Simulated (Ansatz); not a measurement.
`CB[SiH2]O` + H–F → `CBF` + `O[SiH3]` at 500 K and 1 bar (cleavage of the B–Si bond).

Calculated with Ansatz (gas phase, PBE0-D4/def2-TZVP geometries, no zero-point term in ΔE). CCSD(T)/CBS adds triple-zeta CCSD(T) − MP2 to the extrapolated MP2 energy (def2 sets, frozen cores). This one scheme is used for every species. One conformer a species, not always the lowest.

```csv
species,CCSD(T)/CBS energy (Eh),H − E (kJ/mol),S (J/(mol·K))
`CB[SiH2]O`,-431.33160,255.2,409.1
H–F,-100.39570,39.4,188.7
`CBF`,-165.10297,162.8,311.9
`O[SiH3]`,-366.69042,127.5,292.9
```

H − E and S are ideal-gas, rigid-rotor, harmonic terms from PBE0-D4/def2-TZVP, for one conformer and one mirror image of each species. 1 Eh = 2625.50 kJ/mol, R = 8.31446 J/(mol·K).

Task: By hand: ΔE, ΔH, ΔS and ΔG.

Result: ΔE = (-165.10297) + (-366.69042) − (-431.33160) − (-100.39570) = -0.06609 Eh = -173.5 kJ/mol. Δ(H − E) = 162.8 + 127.5 − 255.2 − 39.4 = -4.3, so ΔH = -177.8 kJ/mol. ΔS = 311.9 + 292.9 − 409.1 − 188.7 = 7.0 J/(mol·K). ΔG = -177.8 − 500 × (7.0)/1000 = -181.3 kJ/mol.

Task: By hand: the equilibrium constant, and the temperature at which ΔG would vanish if ΔH and ΔS stayed fixed.

Result: log₁₀ K = −ΔG/(RT ln 10) = 18.9. ΔH and −TΔS have one sign here, so there is no such temperature.

The number of gas molecules stays the same, so ΔS is small and ΔH decides. A doubt of 5 kJ/mol in ΔE shifts log₁₀ K by 0.5 here. Other conformers and mirror images would add mixing entropy, several J/(mol·K) or more a flexible species. These are equilibria of isolated gas molecules and say nothing of rates. Largest T1 diagnostic: 0.012 (customary marks: 0.02 for closed shells, 0.045 for open ones).

ΔS is within the doubt of such terms, so its sign, and with it that verdict, could turn.
